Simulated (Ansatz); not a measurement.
Basis-set extrapolation for C4H9B (`B/C=C/CC`) (PBE0-D4/def2-TZVP geometry, frozen core, the Gaussian-basis code of Ansatz). Multiplicity 1, RHF reference.

```
                      def2-TZVPP   def2-QZVPP
                 HF  -181.434291  -181.442821
    MP2 correlation    -0.773743    -0.822145
CCSD(T) correlation    -0.862184      not run
```

Energies in hartree. Use E(X) = E(∞) + A·exp(−7.88·√X) for Hartree–Fock and E(X) = E(∞) + B·X^(−2.97) for correlation, with X = 3 and 4, and add CCSD(T) minus MP2 of the smaller set to the MP2 limit.

Question: What is the CCSD(T) energy at the basis-set limit?

Answer: HF limit: -181.442821 + (-0.008530) × 0.13774 = -181.44400. MP2 limit: -0.822145 + (-0.048402) × 0.74074 = -0.85800. Higher-order term: -0.862184 − (-0.773743) = -0.08844. Total: -182.39044 hartree, 246.7 kJ/mol below CCSD(T)/def2-TZVPP.
